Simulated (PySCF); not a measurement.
## Relaxation of quintet RuH4

All numbers come from UPBE0 in PySCF with Ru x2c-TZVPall, H x2c-TZVPall; spin-free X2C, no spin–orbit coupling; density-fitted integrals. A (50,194) grid was used.

A hand-made see-saw start, of C2v symmetry, held to at least that symmetry:

Coordinates in bohr (charge 0 multiplicity 5):
```
Ru    0.0000    0.0000   -0.0397
H     0.0000    2.9555    0.2188
H     0.0000   -2.9555    0.2188
H     2.3380    0.0000    1.7869
H    -2.3380    0.0000    1.7869
```

Question: What forces act on the atoms at the start (eV/Å)?

Answer: 
| atom | Fx | Fy | Fz |
| --- | --- | --- | --- |
| Ru1 | 0.00 | 0.00 | -4.49 |
| H2 | 0.00 | 1.87 | 1.85 |
| H3 | 0.00 | -1.87 | 1.85 |
| H4 | 1.74 | 0.00 | 0.40 |
| H5 | -1.74 | 0.00 | 0.40 |

Question: What does it relax to?

Answer: It ends at C4v with Ru–H 1.656 Å (×4); H–Ru–H 82.7° (×4), H–Ru–H 138.2° (×2) (after a last refinement on a finer grid). A frequency run shows 2 imaginary modes (one degenerate set), down to 242i cm⁻¹, so it is a higher-order saddle point. Other isomers or separated fragments may lie lower.

Question: How much energy is released, and in how many steps?

Answer: 136.5 kJ/mol in 9 steps.

Open d and f shells are described by one determinant, and the ground state may have another occupation or spin. At this level a singlet minimum of C4v symmetry lies 229 kJ/mol below this structure.

The relaxation took about 5 core-minutes on a shared host.
